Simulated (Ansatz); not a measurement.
`C[O][AlH][S][SiH3]` + H₂S → `C[O][AlH][SH]` + `[SiH3]S`  (ligand exchange at the Al–S bond)

Program: Ansatz. Geometries: PBE0-D4/def2-TZVP. ΔE: electronic, gas phase. CCSD(T)/CBS adds triple-zeta CCSD(T) − MP2 to the extrapolated MP2 energy (def2 sets, frozen cores). This one scheme is used for every species. DFT in def2-TZVPP. Each species was taken in one conformer, which may not be the lowest.

`C[O][AlH][S][SiH3]`:

Cartesian coordinates in Å:
```
C 0.375 -0.539 1.765
O 0.566 0.748 1.274
Al 0.548 1.846 0.021
S -0.090 1.372 -2.015
Si -0.727 -0.652 -1.795
H 0.950 -0.671 2.686
H 0.699 -1.303 1.050
H -0.681 -0.716 1.996
H 1.019 3.314 0.315
H -1.707 -0.800 -0.688
H -1.372 -1.039 -3.073
H 0.419 -1.560 -1.535
```

H₂S:

Cartesian coordinates in Å:
```
S -0.574 -0.231 0.033
H 0.335 -0.138 -0.949
H 0.239 0.370 0.915
```

`C[O][AlH][SH]`:

Z-matrix (Å, degrees):
```
C
O 1 1.394
H 1 1.098 2 112.7
H 1 1.095 2 110.2 3 120.5
H 1 1.095 2 110.1 3 -120.5
Al 2 1.679 1 138.3 3 -1.4
S 6 2.185 2 120.8 1 -0.1
H 6 1.569 2 118.9 1 179.9
H 7 1.345 6 93.5 2 -0.1
```

`[SiH3]S`:

```xyz
6

Si   -0.414   -0.248   -0.214
S     1.016    1.318    0.052
H     0.239   -1.527   -0.590
H    -1.287    0.218   -1.317
H    -1.221   -0.466    1.014
H     1.667    0.705    1.054
```

```json
{"level": "PBE-D4", "ΔE (kcal/mol)": "1.1"}
{"level": "HF/def2-QZVPP", "ΔE (kcal/mol)": "0.4"}
```

Q: What does CCSD(T)/CBS give? (An estimate is asked.)

A: Ansatz gave: +1.6 kcal/mol. The listed levels differ from it by -0.5, -1.2 kcal/mol.

Largest T1 diagnostic among the species: 0.012.

In def2-TZVPP, CCSD(T) changes the Hartree–Fock value by +1.1 kcal/mol (the triples alone add +0.2 kcal/mol) and MP2 by +1.4 kcal/mol. The D4 term adds +1.9 kcal/mol with B3LYP and +1.1 kcal/mol with PBE0; it sums over pairs of atoms, weighted by their polarisabilities, and B3LYP, whose exchange is more repulsive, gets the larger term.

B3LYP here is the variant with VWN-RPA as its local correlation; programs differ in this.
